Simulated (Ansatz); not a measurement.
System: sum formula H₄BN₂O (charge 0, doublet). It need not be the lowest isomer of its formula. 
Structure (B3LYP-D3(BJ)/def2-TZVP (Ansatz, an electronic-structure program) minimum search):
```
B
O 1 1.3792
H 2 0.9619 1 112.27
N 1 1.4099 2 118.36 3 -173.71
H 4 1.0037 1 123.45 2 179.16
H 4 1.0062 5 114.35 1 169.66
N 1 1.4601 2 118.95 3 2.54
H 7 1.0208 1 115.11 2 122.09
```
Charge 0, spin multiplicity 2.

Quantity: atomisation energy (electronic, to ground-state atoms), in kcal/mol. Correlated levels leave the core frozen unless marked. Open shells are spin-unrestricted. No spin-orbit coupling. No relativistic terms. The coupled-cluster limit lacks core correlation, which all-electron functionals hold. CBS marks a two-point X^-3 extrapolation of the correlation energy; Hartree-Fock from the larger set.

```tsv
level	program	atomisation energy (kcal/mol)
PBE-D3(BJ)/def2-TZVPD	Ansatz + dftd3	752.4
revPBE/def2-TZVPD	Ansatz	720.3
LC-wPBE/def2-TZVPD	Ansatz	729.6
B2PLYP-D4/def2-TZVPD	Ansatz + dftd4	724.0
PBE-QIDH/def2-TZVPD	Ansatz	716.4
RI-MP2/cc-pVTZ	Ansatz	716.1
CCSD/CBS(aug-cc-pVTZ,aug-cc-pVQZ)	Ansatz	712.7
CCSD(T)/6-31G*	Ansatz	640.8
CCSD(T) with core electrons/cc-pwCVTZ	Ansatz	705.9
CCSD(T)/CBS(aug-cc-pVTZ,aug-cc-pVQZ)	Ansatz	725.9
```
